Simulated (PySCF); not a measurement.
Atomic charges against the basis set

Species: C₂H₉BO.
Geometry (PBE0-D3(BJ)/def2-SVP, Å), atoms numbered from 1 in this order:
```
atom  x, y, z in Å
B1     1.386   -0.618   -0.201
O2    -0.114    0.009   -0.393
C3    -1.149   -0.790    0.164
C4    -0.210    1.386   -0.057
H5     1.580   -0.565    1.010
H6     2.092    0.129   -0.858
H7     1.281   -1.748   -0.645
H8    -2.122   -0.377   -0.138
H9    -1.020   -1.800   -0.237
H10   -1.062   -0.813    1.263
H11   -0.064    1.525    1.027
H12   -1.195    1.763   -0.366
H13    0.587    1.901   -0.605
```

PBE0 throughout (PySCF), one geometry, spherical d and f functions. Geometry: PBE0-D3(BJ)/def2-SVP; no solvent, vibrations or thermal averaging. Atoms taken as equivalent share a column and are averaged.

Mulliken charges (e):

| basis | functions | B1 | O2 | C3/C4 | H5/H6/H7 | H8 (×6) |
| --- | --- | --- | --- | --- | --- | --- |
| STO-3G | 29 | -0.028 | -0.124 | -0.115 | -0.104 | +0.116 |
| 6-31G | 54 | +0.057 | -0.540 | -0.234 | -0.088 | +0.202 |
| pcSseg-0 | 54 | -0.115 | -0.689 | -0.327 | -0.031 | +0.258 |
| 6-31G* | 74 | -0.041 | -0.412 | -0.282 | -0.070 | +0.205 |
| def2-SVP | 101 | -0.097 | -0.347 | +0.130 | -0.079 | +0.070 |
| cc-pVDZ | 101 | -0.099 | -0.238 | +0.076 | -0.082 | +0.072 |
| pcSseg-1 | 113 | +0.004 | -0.518 | -0.034 | -0.082 | +0.138 |
| 6-311+G(2d,p) | 162 | -0.095 | -0.232 | -0.283 | -0.047 | +0.172 |
| aug-cc-pVDZ | 173 | -2.094 | -0.534 | +0.830 | +0.653 | -0.165 |
| def2-TZVP | 178 | -0.294 | -0.032 | -0.222 | -0.037 | +0.147 |
| IGLO-III | 230 | +0.090 | -0.196 | -0.225 | -0.112 | +0.149 |
| cc-pVTZ | 246 | -0.313 | -0.062 | -0.121 | -0.023 | +0.115 |

IAO charges (e):

```tsv
basis	functions	B1	O2	C3/C4	H5/H6/H7	H8 (×6)
STO-3G	29	-0.241	-0.073	-0.240	-0.046	+0.155
6-31G	54	-0.296	-0.156	-0.241	-0.027	+0.169
pcSseg-0	54	-0.305	-0.165	-0.216	-0.026	+0.164
6-31G*	74	-0.274	-0.165	-0.206	-0.034	+0.159
def2-SVP	101	-0.289	-0.157	-0.195	-0.032	+0.155
cc-pVDZ	101	-0.300	-0.160	-0.205	-0.027	+0.158
pcSseg-1	113	-0.295	-0.167	-0.203	-0.028	+0.159
6-311+G(2d,p)	162	-0.299	-0.168	-0.215	-0.027	+0.163
aug-cc-pVDZ	173	-0.301	-0.164	-0.213	-0.026	+0.162
def2-TZVP	178	-0.297	-0.168	-0.212	-0.027	+0.162
IGLO-III	230	-0.298	-0.169	-0.215	-0.027	+0.163
cc-pVTZ	246	-0.298	-0.167	-0.214	-0.027	+0.162
```

Hirshfeld charges (e):

```json
{"basis": "STO-3G", "functions": "29", "B1": "-0.048", "O2": "+0.042", "C3/C4": "+0.067", "H5/H6/H7": "-0.120", "H8 (×6)": "+0.038"}
{"basis": "6-31G", "functions": "54", "B1": "-0.068", "O2": "+0.018", "C3/C4": "+0.006", "H5/H6/H7": "-0.103", "H8 (×6)": "+0.058"}
{"basis": "pcSseg-0", "functions": "54", "B1": "-0.074", "O2": "+0.053", "C3/C4": "+0.004", "H5/H6/H7": "-0.109", "H8 (×6)": "+0.056"}
{"basis": "6-31G*", "functions": "74", "B1": "-0.068", "O2": "+0.025", "C3/C4": "+0.006", "H5/H6/H7": "-0.103", "H8 (×6)": "+0.057"}
{"basis": "def2-SVP", "functions": "101", "B1": "-0.073", "O2": "+0.043", "C3/C4": "-0.006", "H5/H6/H7": "-0.104", "H8 (×6)": "+0.059"}
{"basis": "cc-pVDZ", "functions": "101", "B1": "-0.069", "O2": "+0.044", "C3/C4": "-0.005", "H5/H6/H7": "-0.103", "H8 (×6)": "+0.058"}
{"basis": "pcSseg-1", "functions": "113", "B1": "-0.059", "O2": "+0.019", "C3/C4": "-0.006", "H5/H6/H7": "-0.103", "H8 (×6)": "+0.060"}
{"basis": "6-311+G(2d,p)", "functions": "162", "B1": "-0.049", "O2": "-0.003", "C3/C4": "-0.007", "H5/H6/H7": "-0.099", "H8 (×6)": "+0.060"}
{"basis": "aug-cc-pVDZ", "functions": "173", "B1": "-0.054", "O2": "+0.001", "C3/C4": "-0.015", "H5/H6/H7": "-0.096", "H8 (×6)": "+0.062"}
{"basis": "def2-TZVP", "functions": "178", "B1": "-0.057", "O2": "+0.008", "C3/C4": "-0.011", "H5/H6/H7": "-0.098", "H8 (×6)": "+0.061"}
{"basis": "IGLO-III", "functions": "230", "B1": "-0.055", "O2": "+0.003", "C3/C4": "-0.015", "H5/H6/H7": "-0.097", "H8 (×6)": "+0.062"}
{"basis": "cc-pVTZ", "functions": "246", "B1": "-0.058", "O2": "+0.017", "C3/C4": "-0.012", "H5/H6/H7": "-0.099", "H8 (×6)": "+0.061"}
```

Some averages cover members that differ in this geometry, most widely: H8 (×6), Mulliken in aug-cc-pVDZ -0.273 to -0.019; H8 (×6), Mulliken in 6-31G +0.184 to +0.229; H8 (×6), Mulliken in 6-31G* +0.188 to +0.229; H8 (×6), Mulliken in pcSseg-0 +0.241 to +0.282 e.

Which scheme is steadiest as the basis changes?

Largest range over the bases for any column: Hirshfeld 0.08 e, IAO 0.10 e, Mulliken 2.18 e. Hirshfeld charges move least and Mulliken charges most, counted in e. Without the minimal STO-3G basis the ranges are Hirshfeld 0.06, IAO 0.05, Mulliken 2.18 e.

How much do the charges still move between the two largest bases, IGLO-III and cc-pVTZ?

At most, over all atoms: Mulliken 0.403 e, IAO 0.002 e, Hirshfeld 0.014 e.

What do the same runs give for the total energy, the frontier levels and the dipole moment?

```json
{"basis": "STO-3G", "energy (Eh)": "-179.1897", "HOMO (eV)": "-5.69", "LUMO (eV)": "5.73", "μ (D)": "5.17"}
{"basis": "6-31G", "energy (Eh)": "-181.3780", "HOMO (eV)": "-7.54", "LUMO (eV)": "1.55", "μ (D)": "5.03"}
{"basis": "pcSseg-0", "energy (Eh)": "-181.0228", "HOMO (eV)": "-7.73", "LUMO (eV)": "1.30", "μ (D)": "5.37"}
{"basis": "6-31G*", "energy (Eh)": "-181.4293", "HOMO (eV)": "-7.55", "LUMO (eV)": "1.65", "μ (D)": "4.88"}
{"basis": "def2-SVP", "energy (Eh)": "-181.3001", "HOMO (eV)": "-7.66", "LUMO (eV)": "1.18", "μ (D)": "4.95"}
{"basis": "cc-pVDZ", "energy (Eh)": "-181.4390", "HOMO (eV)": "-7.63", "LUMO (eV)": "1.22", "μ (D)": "4.82"}
{"basis": "pcSseg-1", "energy (Eh)": "-181.4123", "HOMO (eV)": "-7.76", "LUMO (eV)": "0.88", "μ (D)": "4.99"}
{"basis": "6-311+G(2d,p)", "energy (Eh)": "-181.4876", "HOMO (eV)": "-7.79", "LUMO (eV)": "-0.01", "μ (D)": "4.74"}
{"basis": "aug-cc-pVDZ", "energy (Eh)": "-181.4511", "HOMO (eV)": "-7.78", "LUMO (eV)": "-0.30", "μ (D)": "4.68"}
{"basis": "def2-TZVP", "energy (Eh)": "-181.5033", "HOMO (eV)": "-7.79", "LUMO (eV)": "0.70", "μ (D)": "4.75"}
{"basis": "IGLO-III", "energy (Eh)": "-181.5094", "HOMO (eV)": "-7.80", "LUMO (eV)": "0.40", "μ (D)": "4.71"}
{"basis": "cc-pVTZ", "energy (Eh)": "-181.5001", "HOMO (eV)": "-7.78", "LUMO (eV)": "0.75", "μ (D)": "4.73"}
```

The dipole is fixed by the density alone, so its range of 0.69 D shows that the density itself changes with the basis, not only its division among atoms.
